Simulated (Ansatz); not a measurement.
`P[SeH]` + H₂Se → `[SeH][SeH]` + PH₃ at 500 K and 1 bar (ligand exchange at the Se–P bond).

Calculated with Ansatz (gas phase, PBE0-D4/def2-TZVP geometries, no zero-point term in ΔE). CBS: MP2 limit from def2 TZ/QZ plus the TZ coupled-cluster correction, frozen cores. This one scheme is used for every species. For Se outer-core shells are correlated without core-valence functions, which leaves a few kJ/mol of doubt a bond. Scalar relativity is left out up to krypton.

| species | CCSD(T)/CBS energy (Eh) | H − E (kJ/mol) | S (J/(mol·K)) |
| --- | --- | --- | --- |
| `P[SeH]` | -2743.44381 | 93.6 | 313.2 |
| H₂Se | -2401.89790 | 53.1 | 237.8 |
| `[SeH][SeH]` | -4802.61264 | 65.8 | 307.6 |
| PH₃ | -342.72256 | 81.5 | 231.4 |

H − E and S are ideal-gas, rigid-rotor, harmonic terms from PBE0-D4/def2-TZVP, for one conformer and one mirror image of each species. 1 Eh = 2625.50 kJ/mol, R = 8.31446 J/(mol·K).

Task: By hand: ΔE, ΔH, ΔS and ΔG.

Result: ΔE = (-4802.61264) + (-342.72256) − (-2743.44381) − (-2401.89790) = 0.00651 Eh = 17.1 kJ/mol. Δ(H − E) = 65.8 + 81.5 − 93.6 − 53.1 = 0.6, so ΔH = 17.7 kJ/mol. ΔS = 307.6 + 231.4 − 313.2 − 237.8 = -12.0 J/(mol·K). ΔG = 17.7 − 500 × (-12.0)/1000 = 23.7 kJ/mol.

Task: By hand: the equilibrium constant, and the temperature at which ΔG would vanish if ΔH and ΔS stayed fixed.

Result: log₁₀ K = −ΔG/(RT ln 10) = -2.5. ΔH and −TΔS have one sign here, so there is no such temperature.

TΔS isn't small against ΔH here. A doubt of 5 kJ/mol in ΔE shifts log₁₀ K by 0.5 here. Other conformers and mirror images would add mixing entropy, several J/(mol·K) or more a flexible species. These are equilibria of isolated gas molecules and say nothing of rates. Largest T1 diagnostic: 0.013 (customary marks: 0.02 for closed shells, 0.045 for open ones).

ΔS is within the doubt of such terms, so its sign, and with it that verdict, could turn.
